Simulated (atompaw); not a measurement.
# What the settings do to the PAW (atompaw) potential of Ta (Z = 73)

Base potential:

atompaw 4.2.0.5 input, output lines left out:

```
Ta 73
GGA-PBESOL scalarrelativistic loggrid 2001 logderivrange -3 5 201
6 6 5 4 0 0
6 0 0
6 1 0
5 2 3
0 0 0
c
c
c
c
c
v
c
c
c
c
v
c
c
v
c
2
3.00 2.65 2.70 2.60
y
0.75
n
y
0.6
n
y
-1
n
custom polynom vanderbiltortho besselshape
bessel
3.00
3.00
3.00
3.00
3.00
3.00
```

Cutoffs, loose and tight: the cutoffs (Ry, on a coarse ladder) from which the occupation-weighted sum of valence levels, in a spherical-Bessel basis at the reference potential, stays within 10 and 1 mRy of its value at 400 Ry. They see the waves, projectors and local potential, not the compensation charge or the core. A dash means not determined.

A true bound ghost makes a file unfit for plane-wave use even where its test errors are small: the radial tests pick states by their node count and pass the ghost by.

```tsv
change	outcome	cutoff, loose	cutoff, tight	bound ghosts
base	generated	10 Ry	18 Ry	none
all radii scaled by about 0.82 (s 2.46, p 2.46, d 2.46 bohr); local potential bessel scheme, radius 2.22 bohr; augmentation besselshape compensation charge, radius 2.18 bohr; PAW radius 2.46 bohr; waves and projectors: custom polynom vanderbiltortho; core correction smooth core density matched at 2.14 bohr	generated	15 Ry	25 Ry	s, p
all radii scaled by about 0.90 (s 2.70, p 2.70, d 2.70 bohr); local potential bessel scheme, radius 2.42 bohr; augmentation besselshape compensation charge, radius 2.38 bohr; PAW radius 2.70 bohr; waves and projectors: custom polynom vanderbiltortho; core correction smooth core density matched at 2.34 bohr	generated	12 Ry	21 Ry	p
all radii scaled by about 0.96 (s 2.88, p 2.88, d 2.88 bohr); local potential bessel scheme, radius 2.60 bohr; augmentation besselshape compensation charge, radius 2.56 bohr; PAW radius 2.88 bohr; waves and projectors: custom polynom vanderbiltortho; core correction smooth core density matched at 2.50 bohr	generated	10 Ry	18 Ry	none
all radii scaled by about 1.07 (s 3.22, p 3.22, d 3.22 bohr); local potential bessel scheme, radius 2.88 bohr; augmentation besselshape compensation charge, radius 2.84 bohr; PAW radius 3.22 bohr; waves and projectors: custom polynom vanderbiltortho; core correction smooth core density matched at 2.78 bohr	generated	8 Ry	15 Ry	none
all radii scaled by about 1.13 (s 3.40, p 3.40, d 3.40 bohr); local potential bessel scheme, radius 3.06 bohr; augmentation besselshape compensation charge, radius 3.02 bohr; PAW radius 3.40 bohr; waves and projectors: custom polynom vanderbiltortho; core correction smooth core density matched at 2.96 bohr	generated	8 Ry	15 Ry	none
all radii scaled by about 1.19 (s 3.58, p 3.58, d 3.58 bohr); local potential bessel scheme, radius 3.22 bohr; augmentation besselshape compensation charge, radius 3.16 bohr; PAW radius 3.58 bohr; waves and projectors: custom polynom vanderbiltortho; core correction smooth core density matched at 3.10 bohr	generated	8 Ry	12 Ry	none
```

(1) What comes out with this change to the base: all radii scaled by about 1.31 (s 3.92, p 3.92, d 3.92 bohr); local potential bessel scheme, radius 3.52 bohr; augmentation besselshape compensation charge, radius 3.46 bohr; PAW radius 3.92 bohr; waves and projectors: custom polynom vanderbiltortho; core correction smooth core density matched at 3.38 bohr?

(2) What comes out with this change to the base: all radii scaled by about 0.78 (s 2.34, p 2.34, d 2.34 bohr); local potential bessel scheme, radius 2.10 bohr; augmentation besselshape compensation charge, radius 2.06 bohr; PAW radius 2.34 bohr; waves and projectors: custom polynom vanderbiltortho; core correction smooth core density matched at 2.02 bohr?

## Answers

(1) outcome: generated; cutoff, loose: 6 Ry; cutoff, tight: 10 Ry; bound ghosts: none.

(2) outcome: generated; cutoff, loose: 15 Ry; cutoff, tight: 30 Ry; bound ghosts: s, p.

Reading the sweep of the scale of all radii (base = 1) (base included, trends over the rows without a ghost): The loose cutoff falls from 10 Ry at 0.96 to 6 Ry at 1.31. A larger radius leaves more room for a smooth pseudo-wave, so fewer plane waves are needed; a smaller one forces it to follow the all-electron wave where it bends sharply. Bound ghosts are found at 0.78, 0.82, 0.9.
